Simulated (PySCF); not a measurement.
SMILES [SeH]CCO (C2H6OSe), singlet, PBE0/def2-SVP optimised geometry.

```
10

O      1.42     0.02    -1.12
C      0.87    -0.62     0.00
C     -0.65    -0.62     0.00
Se    -1.42     1.18     0.00
H      1.20    -0.49    -1.90
H      1.23    -0.08     0.89
H      1.22    -1.67     0.08
H     -1.04    -1.11     0.91
H     -1.05    -1.18    -0.87
H     -0.46     1.67    -1.00
```

Density from PBE0/def2-TZVP (PySCF 2.14.0) at that geometry.

Minimum of the electron density along straight lines between bonded atoms, close to the bond critical point (lines longer than 1.1 times the sum of covalent radii, or with two minima, are not listed):

```
bond     length / Å  ρ at the minimum / e bohr⁻³  ∇²ρ there / e bohr⁻⁵  position (fraction from the first atom)
-------  ----------  ---------------------------  --------------------  ---------------------------------------
O1–C2         1.401                        0.269                 -0.60                                     0.65
C2–C3         1.519                        0.255                 -0.65                                     0.50
C3–Se4        1.957                        0.147                 -0.16                                     0.48
O1–H5         0.963                        0.362                 -2.44                                     0.80
C2–H6         1.101                        0.282                 -1.00                                     0.65
C2–H7         1.110                        0.274                 -0.94                                     0.64
C3–H8         1.100                        0.274                 -0.93                                     0.65
C3–H9         1.102                        0.274                 -0.92                                     0.64
Se4–H10       1.471                        0.177                 -0.33                                     0.63
```
